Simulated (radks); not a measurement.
Q: Spherical quantum dot in the effective-mass picture: electrons in a parabolic well V = omega^2 r^2 / 2 with omega = 0.0959, with a point charge +2 (a donor) at the centre, all in effective atomic units (hartree* = m*/eps^2 hartree, bohr* = eps/m* bohr), one dielectric constant everywhere. Calculated with a radial shooting solver with Libxc functionals: non-relativistic Kohn-Sham, PBE, spin-polarised, spherical densities. Levels are named by radial order and angular momentum (1s, 1p, 1d, 2s, ...), and open shells are averaged over m. Results are scaled to m* = 0.183 and eps = 15.6, for which hartree* = 20.46 meV and bohr* = 4.511 nm. At N = 3 the configuration is 1s2 2s(up 1, down 0). Does electron 4 go into 1p down or 2s down or 1p up?

A: Into 2s down. The total energies of the other choices lie higher by 0.301 meV (1p up), 0.736 meV (1p down).
